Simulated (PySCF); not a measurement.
Working out the ionisation energy of Se²⁺

Se²⁺ [Ar] 3d10 4s2 4p2 (3P) → Se³⁺ [Ar] 3d10 4s2 4p1 (2P). Computed with PySCF 2.14 in def2-SVP (5s4p3d, 32 functions), with no relativity, point nucleus. Frozen: [Ar] 3d10. Energies in hartree (1 hartree = 27.21139 eV):

```csv
part,Se²⁺ (lower),Se³⁺ (upper)
UHF,-2398.447679,-2397.311178
CCSD correlation,-0.063901,-0.053056
(T),-0.000710,-0.000451
```

Q: What does Hartree-Fock give?

A: (-2397.311178) − (-2398.447679) = 1.136501 hartree = 30.926 eV.

Q: What do CCSD and CCSD(T) give?

A: The CCSD correlation energies differ by 0.010845 hartree = 0.295 eV and the triples by 0.000259 hartree = 0.007 eV, so CCSD gives 31.221 eV and CCSD(T) 31.228 eV.

Reference: 31.697 ± 0.019 eV (measured; NIST Atomic Spectra Database, ionization energies), between the lowest levels; spin-orbit coupling is absent from the calculation.

The calculation is non-relativistic.

A double-zeta basis recovers only part of the correlation energy.

What remains against the reference includes basis incompleteness, the frozen core and higher excitations.
